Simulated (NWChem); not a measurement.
Molecule: C₂H₅InO₂; SMILES C=[CH][In]([OH])[OH]

```xyz
10

In     0.0386     0.2414     0.0006
C      0.7210    -1.7727     0.0035
C     -0.1015    -2.8265    -0.0039
H      1.8037    -1.9444     0.0109
H      0.2795    -3.8557    -0.0029
H     -1.1931    -2.7294    -0.0115
O      1.2669     1.8112    -0.0029
H      0.7712     2.6384    -0.0042
O     -1.8624     0.8764    -0.0001
H     -2.5046     0.1583     0.0044
```
Atoms are numbered in this order, from 1.

Program: NWChem. Coordinates come from a PBE0/def2-SVP (def2 core potentials past Kr) optimisation. Not confirmed as a minimum by frequencies.

Task: What does the run give for TPSS/3-21G, non-relativistic? Quantities: highest occupied level (eV); orbital gap (eV); dipole (D).

Result: The highest occupied level (eV) is -5.45, the orbital gap (eV) comes out as 4.09 and the dipole (D) is 2.25.
